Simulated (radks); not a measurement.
Values are calculated unless marked as measured or tabulated.
Species: Os26+. Configuration: [Kr] 4d10 4f4. Level of theory: Dirac Kohn-Sham, PBE, spin-unpolarised, spherical densities, finite nucleus; open shells fill j = l - 1/2 first; Fermi nuclear charge, rms radius 5.4126 fm (a radial shooting solver on a logarithmic mesh with Libxc functionals).

Normalised radial functions P(r) = r R(r) (large component), r in bohr:

r,4f5/2
0.002541,0.0000
0.002865,0.0000
0.003256,0.0000
0.003672,0.0000
0.00414,0.0000
0.004668,0.0000
0.005305,0.0000
0.005981,0.0000
0.006744,0.0000
0.007604,0.0001
0.008642,0.0001
0.009744,0.0001
0.01099,0.0002
0.01239,0.0003
0.01408,0.0005
0.01587,0.0008
0.0179,0.0012
0.02034,0.0019
0.02293,0.0029
0.02586,0.0044
0.02916,0.0066
0.03314,0.0101
0.03736,0.0150
0.04212,0.0221
0.0475,0.0323
0.05398,0.0480
0.06086,0.0687
0.06862,0.0973
0.07799,0.1390
0.08794,0.1914
0.09915,0.2594
0.1118,0.3458
0.1271,0.4602
0.1433,0.5892
0.1615,0.7377
0.1821,0.9017
0.207,1.0851
0.2334,1.2533
0.2631,1.4039
0.2967,1.5216
0.3372,1.5938
0.3802,1.5982
0.4286,1.5354
0.4872,1.3972
0.5493,1.2127
0.6193,0.9940
0.6983,0.7641
0.7936,0.5330
0.8948,0.3493
1.009,0.2081
1.138,0.1112
1.293,0.0496
1.458,0.0201

4f5/2: eigenvalue -818.53 eV, 0 radial nodes, <r> = 0.432 bohr, 90 % of the charge inside 0.658 bohr.
